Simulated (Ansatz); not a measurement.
`Cl[SiH2][SnH3]` + CH₃OH → `CO[SiH2]Cl` + `[SnH4]` at 500 K and 1 bar (cleavage of the Si–Sn bond).

Isolated molecules relaxed with PBE0-D4/def2-TZVP in Ansatz; ΔE leaves out vibrations. CCSD(T)/CBS is the MP2 limit (def2-TZVPP, def2-QZVPP) plus CCSD(T) − MP2 in def2-TZVPP, frozen cores. This one scheme is used for every species. def2 core potentials past Kr. For Sn outer-core shells are correlated without core-valence functions, which leaves a few kJ/mol of doubt a bond. One conformer a species, not always the lowest.

```csv
species,CCSD(T)/CBS energy (Eh),H − E (kJ/mol),S (J/(mol·K))
`Cl[SiH2][SnH3]`,-965.91563,144.4,408.4
CH₃OH,-115.61712,157.0,265.4
`CO[SiH2]Cl`,-865.17164,200.8,382.5
`[SnH4]`,-216.39156,91.5,258.6
```

H − E and S are ideal-gas, rigid-rotor, harmonic terms from PBE0-D4/def2-TZVP, for one conformer and one mirror image of each species. 1 Eh = 2625.50 kJ/mol, R = 8.31446 J/(mol·K).

Q: By hand: ΔE, ΔH, ΔS and ΔG.

A: ΔE = (-865.17164) + (-216.39156) − (-965.91563) − (-115.61712) = -0.03045 Eh = -79.9 kJ/mol. Δ(H − E) = 200.8 + 91.5 − 144.4 − 157.0 = -9.1, so ΔH = -89.0 kJ/mol. ΔS = 382.5 + 258.6 − 408.4 − 265.4 = -32.7 J/(mol·K). ΔG = -89.0 − 500 × (-32.7)/1000 = -72.7 kJ/mol.

Q: By hand: the equilibrium constant, and the temperature at which ΔG would vanish if ΔH and ΔS stayed fixed.

A: log₁₀ K = −ΔG/(RT ln 10) = 7.6. ΔG = 0 at ΔH/ΔS = 2722 K, far beyond where these terms or the molecules hold.

ΔH outweighs TΔS. A doubt of 5 kJ/mol in ΔE shifts log₁₀ K by 0.5 here. Other conformers and mirror images would add mixing entropy, several J/(mol·K) or more a flexible species. These are equilibria of isolated gas molecules and say nothing of rates. Largest T1 diagnostic: 0.013 (customary marks: 0.02 for closed shells, 0.045 for open ones).
